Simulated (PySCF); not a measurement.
Co²⁺ (cobalt, charge +2): UHF calculation

Configuration: [Ar] 3d7, high-spin 4F determinant. Computed with PySCF 2.14 in cc-pVDZ (6s5p3d1f, 43 functions), with no relativity, point nucleus.

| Item | Value |
| --- | --- |
| Total energy | -1380.605811 hartree |
| One-electron energy | -1895.5418 hartree |
| Hartree (Coulomb) energy | 572.6532 hartree |
| Exchange energy | -57.7172 hartree |
| Kinetic energy | 1380.89289 hartree |
| ⟨S²⟩ | 3.7537 |
| ⟨L²⟩ | 12.026 |
| Sum of ⟨r⟩ | 15.46 bohr |
| Sum of ⟨r²⟩ | 15.65 bohr² |
| Density at the nucleus (Gaussians lack the cusp) | 13300 bohr⁻³ |
| Spin density at the nucleus | 0.210 bohr⁻³ |
| Langevin diamagnetic susceptibility | -12.4 ×10⁻⁶ cm³/mol |
| Time after the integrals | 0.21 s of wall time on 1 thread of AMD EPYC 7R43 64-Core Processor (shared host) |

```tsv
shell	electrons	mean orbital energy (hartree)	spread (hartree)	rms radius, mean of both spins (bohr)
1s α	1	-283.75269	0	0.0659
1s β	1	-283.75035	0	0.0659
2s α	1	-35.59896	0	0.279
2s β	1	-35.49287	0	0.279
2p α	3	-30.85316	0	0.250
2p β	3	-30.74887	0	0.250
3s α	1	-5.35252	0	0.841
3s β	1	-5.07280	0	0.841
3p α	3	-3.87216	0	0.893
3p β	3	-3.53448	0	0.893
3d α	5	-1.41322	0.05100	1.13
3d β	2	-1.27876	0	1.13
```
